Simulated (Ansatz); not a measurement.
Relaxation of BBrCl2H2 (6 atoms, charge 0, multiplicity 1), to a largest force component of 0.03 eV/Å in at most 50 steps.

Level of theory: RHF/def2-SVP in Ansatz 0.2.0.

```xyz
6
Properties=species:S:1:pos:R:3:forces:R:3
B 0.167 0.517 -0.422 0.05 1.05 0.07
Cl 0.026 -0.268 2.539 0.18 1.39 0.16
Cl 1.585 -0.348 -0.930 -0.01 0.02 0.00
H -0.916 0.042 -0.477 0.04 0.03 0.00
Br 0.314 2.441 0.116 -0.06 -0.98 -0.42
H 0.194 1.042 2.486 -0.20 -1.52 0.19
```

Problem. Where does it end, and by what steps?

Solution. It converged. The force dipped under the threshold on the way, but the program's further checks kept it going. After 7 steps the energy has fallen by 0.177 eV; H6 moved furthest, 0.54 Å.

| step | energy less start (eV) | largest force component (eV/Å) | accepted |
| --- | --- | --- | --- |
| 0 | 0.0000 | 1.518 | yes |
| 1 | -0.1311 | 0.658 | yes |
| 2 | -0.1633 | 0.301 | yes |
| 3 | -0.1287 | 0.940 | no |
| 4 | -0.1730 | 0.088 | yes |
| 5 | -0.1754 | 0.153 | yes |
| 6 | -0.1765 | 0.020 | yes |
| 7 | -0.1769 | 0.012 | yes |

```xyz
6
Properties=species:S:1:pos:R:3
B 0.198 0.583 -0.648
Cl 0.026 -0.304 2.914
Cl 1.585 -0.321 -1.194
H -0.868 0.068 -0.590
Br 0.359 2.436 -0.173
H 0.071 0.965 3.004
```

The run took 19 s on 1 thread of Arm Neoverse V1 (shared host), peak memory 0.19 GiB.
